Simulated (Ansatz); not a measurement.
Computed with Ansatz on PBE0-D4/def2-TZVP structures; ΔE is electronic, products minus reactants. CBS: MP2 limit from def2 TZ/QZ plus the TZ coupled-cluster correction, frozen cores. DFT in def2-TZVPP. HSE06 is defined as in plane-wave codes. def2 core potentials past Kr. For Mo outer-core shells are correlated without core-valence functions, which leaves a few kJ/mol of doubt a bond. One conformer a species, not always the lowest.

Reaction (formal exchange of groups at a Mo–Cl bond): `C[N]=[Mo](=[O])([Cl])[Cl]` + `O=C=C(O)F` → `C[N]=[Mo](=[O])([F])[Cl]` + `O=C=C(O)Cl`

`C[N]=[Mo](=[O])([Cl])[Cl]`:

Cartesian coordinates in Å:
```
C 0.954 0.376 1.203
N 0.355 -0.251 0.083
Mo -0.886 -0.324 -1.094
O -1.889 0.970 -0.782
Cl -1.993 -2.276 -0.787
Cl 0.093 -0.097 -3.124
H 0.385 1.258 1.516
H 1.005 -0.334 2.035
H 1.976 0.678 0.950
```

`O=C=C(O)F`:

```xyz
6

O    -1.384    0.710    1.659
C    -0.742    0.433    0.730
C     0.001    0.110   -0.306
O     1.274   -0.302   -0.195
F    -0.474    0.305   -1.549
H     1.326   -1.256   -0.338
```

`C[N]=[Mo](=[O])([F])[Cl]`:

Z-matrix (Å, degrees):
```
C
N 1 1.418
H 1 1.096 2 111.1
H 1 1.095 2 109.5 3 -120.4
H 1 1.094 2 109.8 3 121.0
Mo 2 1.711 1 150.4 3 3.4
F 6 1.855 2 108.0 1 -123.2
O 6 1.668 2 105.8 1 -3.5
Cl 6 2.266 2 106.9 1 113.5
```

`O=C=C(O)Cl`:

Cartesian coordinates in Å:
```
O 2.242 0.319 -0.346
C 1.108 0.236 -0.123
C -0.178 0.149 0.144
O -0.783 -1.041 0.389
Cl -1.065 1.621 0.307
H -1.324 -1.284 -0.371
```

```csv
level,ΔE (kJ/mol),difference from CCSD(T)/CBS
LDA (SPW92),-15.8,-2.4
PBE-D4,-20.2,-6.8
BLYP-D4,-21.1,-7.7
B97M-V,-17.1,-3.7
CAM-B3LYP-D4,-18.2,-4.8
ωB97X-V,-20.7,-7.3
B2PLYP,-13.6,-0.2
PBE-QIDH,-9.7,3.7
PBE,-21.4,-8.0
HSE06,-15.6,-2.2
CAM-B3LYP,-19.6,-6.2
HF/def2-SVP,2.7,16.1
CCSD(T)/def2-SVP,-3.9,9.5
SCS-MP2/def2-QZVPP,-9.2,4.2
MP2/CBS(def2),-6.6,6.8
CCSD/CBS(def2),-13.6,-0.2
CCSD(T)/CBS,-13.4,0
```

Largest T1 diagnostic among the species: 0.022, so the coupled-cluster value is less sure than usual.

Leaving LDA and LC-ωPBE aside and taking each functional with its dispersion term where it has one, the values, not all of them listed here, spread over 13.4 kJ/mol, from revPBE-D4 to PBE-QIDH. LDA lies +5.6 kJ/mol from PBE without D4. From PBE to PBE0 (25 % exact exchange), in def2-TZVPP and without D4, ΔE moves by +5.4 kJ/mol.

CCSD(T)/CBS has its own doubt, a few kJ/mol and more with outer-core shells, so smaller differences from it don't rank the levels.
